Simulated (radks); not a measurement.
Species: Os57+. Configuration: [Ar] 3d1. Method: Dirac Kohn-Sham, PBE, spin-unpolarised, spherical densities, finite nucleus; open shells fill j = l - 1/2 first; Fermi nuclear charge, rms radius 5.4126 fm; computed with a radial shooting solver on a logarithmic mesh with Libxc functionals.

Normalised radial functions P(r) = r R(r) (large component), r in bohr:

```
   r/bohr * 3d3/2, o 4s1/2 (the largest magnitude, 2.61, reaches the edge; | marks zero, & curves that meet)
0.0009424                             * o
 0.001188                             *  o
 0.001511                             *  o
 0.001905                             *   o
 0.002403                             *   o
 0.003055                             *    o
 0.003852                             *    o
 0.004858                             *     o
 0.006176                             *     o
 0.007788                             *     o
 0.009822                             *     o
  0.01249                             *    o
  0.01575                             |* o
  0.01986                             |o*
  0.02525                          o  |  *
  0.03184                       o     |   *
  0.04015                    o        |      *
  0.05104                   o         |          *
  0.06437                      o      |              *
  0.08118                            o|                   *
   0.1032                             |       o                *
   0.1301                             |            o             *
   0.1641                             |           o            *
   0.2086                             o                   *
   0.2631               o             |           *
   0.3318        o                    |     *
   0.4218           o                 | *
    0.532                    o        *
   0.6709                          o  *
   0.8529                             &
    1.076                             &
```

3d3/2: eigenvalue -5648.2 eV, 0 radial nodes, <r> = 0.157 bohr, 90 % of the charge inside 0.241 bohr. 4s1/2 (empty): eigenvalue -3398.6 eV, 3 radial nodes at r = 0.0209, 0.0828, 0.210 bohr, <r> = 0.344 bohr, 90 % of the charge inside 0.486 bohr.
